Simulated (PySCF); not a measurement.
**How methods differ on the excitation energy of As⁺**

As⁺ [Ar] 3d10 4s2 4p2 (3P) → As⁺ [Ar] 3d10 4s1 4p3 (5S), as a difference of total energies. All numbers are calculated (PySCF 2.14, scalar relativity through the core potential, in aug-cc-pVQZ-PP with ECP10MDF (7s6p5d3f2g, 89 functions)). Correlated levels: valence: 3s2 3p6 3d10 frozen. The calculations carry no spin-orbit coupling.

| method | excitation energy (cm⁻¹) | error (cm⁻¹) |
| --- | --- | --- |
| UHF | 39138 | -13913 |
| MP2 (valence) | 47455 | -5596 |
| SCS-MP2 (valence) | 51154 | -1897 |
| CCSD (valence) | 49187 | -3864 |
| CCSD(T) (valence) | 49523 | -3528 |

Reference: 53051 cm⁻¹ (measured; NIST levels, between the centres of gravity of the two terms).

Errors of the correlated levels include the incompleteness of this basis and the frozen core.
